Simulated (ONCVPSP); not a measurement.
**rubidium (Rb), ONCV: configuration errors across variants**

- Element: Rb (Z = 37)
- Generator: ONCVPSP 4.0.1
- Type: optimised norm-conserving Vanderbilt (ONCV)
- Functional: LDA (Perdew-Wang 92)
- Relativity: scalar-relativistic
- Frozen core: [Ar] 3d10
- Valence charge: 9
- Reference configuration: 4s2 4p6 5s1
- Partial waves: 4s+5s: rc 2.55 bohr, ncon 5, nbas 8, qcut 4.5 1/bohr, 2 projectors; 4p: rc 2.65 bohr, ncon 5, nbas 8, qcut 5.7 1/bohr, 2 projectors, debl 0.7 Ha; d scattering state at 0.03 Ha: rc 2.35 bohr, ncon 4, nbas 7, qcut 4 1/bohr, 2 projectors, debl 3.6 Ha
- Local potential: polynomial inside 2.05 bohr (lpopt 5, dvloc0 0 Ha)
- Core correction: polynomial model core, fcfact 0.25

All-electron excitation energies from the reference (eV): (1) 4s2 4p6 5s0 4.274; (2) 4s2 4p6 5s0.5 1.658; (3) 4s2 4p6 5s0 5p1 1.618; (4) 4s2 4p5 5s1 21.240.

1 further variants failed, have other tests or too few solved ones, and are left out.

Errors AE − PS in meV (a dash: test not solved or not reliable):

| change | (1) | (2) | (3) | (4) | bound ghosts | GHOST(+) flags above zero |
| --- | --- | --- | --- | --- | --- | --- |
| base | -0.3 | -0.1 | -0.1 | -9.1 | none | none |
| s: qcut 3.9 | -0.4 | -0.1 | -0.2 | -7.9 | none | none |
| local potential polynomial inside 2.25 bohr (lpopt 5, dvloc0 0 Ha) | -0.3 | -0.1 | -0.1 | -8.4 | none | none |
| p: rc 2.02; local potential polynomial inside 2.02 bohr (lpopt 5, dvloc0 0 Ha) | -0.4 | -0.1 | -0.2 | -0.6 | none | none |
| s: nbas 9 | -0.3 | -0.1 | -0.2 | -8.3 | none | none |
| d: rc 2.26 | -0.3 | -0.1 | -0.1 | -9.1 | none | none |
| p: ncon 4, nbas 7 | -0.3 | -0.1 | -0.1 | -14 | none | none |
| s: qcut 2.8; p: qcut 3.6; d: qcut 2.5 | -0.5 | -0.1 | -0.3 | 0.0 | none | d |
| p: nproj 1 | -0.3 | -0.1 | -3.6 | -12 | none | none |
| all radii but the core radius scaled by about 0.75 (s 1.92, p 2.00, d 1.78 bohr); local potential polynomial inside 1.54 bohr (lpopt 5, dvloc0 0 Ha) | -0.2 | -0.1 | 0.0 | -5.7 | none | s |

(1) Give the same row for: core correction polynomial model core, fcfact 1.26.

## Answers

(1) -0.3, -0.1, -0.1, -9.2; bound ghosts: none; GHOST(+) flags above zero: none.
